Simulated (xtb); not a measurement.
Si(F)2(OMe)(SH) (CH₄F₂OSSi), SMILES CO[Si](F)(F)S. All values are semi-empirical tight-binding results from xtb (GFN2-xTB unless named), good for trends rather than for accurate numbers. Coordinates come from a GFN2-xTB optimisation. This is a generated structure with no PubChem entry under its InChIKey; it may be hypothetical. Other conformers were not sampled.

Optimised geometry:

Bonded distances (Å): C1–O2 1.405, C1–H7 1.091, C1–H8 1.091, C1–H9 1.089, O2–Si3 1.595, Si3–F4 1.591, Si3–F5 1.587, Si3–S6 2.121, S6–H10 1.328. Bond angles (°): O2–C1–H7 111.0, O2–C1–H8 110.1, O2–C1–H9 107.4, H7–C1–H8 109.1, H7–C1–H9 109.7, H8–C1–H9 109.6, C1–O2–Si3 132.4, O2–Si3–F4 113.0, O2–Si3–F5 102.2, O2–Si3–S6 115.8, F4–Si3–F5 105.1, F4–Si3–S6 107.2, F5–Si3–S6 113.1, Si3–S6–H10 95.3.

The orbital gap is 5.56 eV and the zero-point energy comes out as 35.1 kcal/mol. The G − E(el) at 298.15 K (modified RRHO) comes out as 13.2 kcal/mol and the static polarisability (D4 model) comes out as 76.3 bohr³. The solvation energy, GFN2-xTB/ALPB(water) comes out as -1.9 kcal/mol and the solvation energy, GFN2-xTB/ALPB(acetonitrile) comes out as -5.1 kcal/mol.

Computed atomic charges and the Wiberg bond orders between heavy atoms:
charges (e) C1 0.03, O2 -0.31, Si3 0.69, F4 -0.23, F5 -0.24, S6 -0.29, H7 0.05, H8 0.06, H9 0.07, H10 0.17. Bond orders C1–O2 0.97, O2–Si3 1.21, Si3–F4 1.09, Si3–F5 1.09, Si3–S6 0.99.
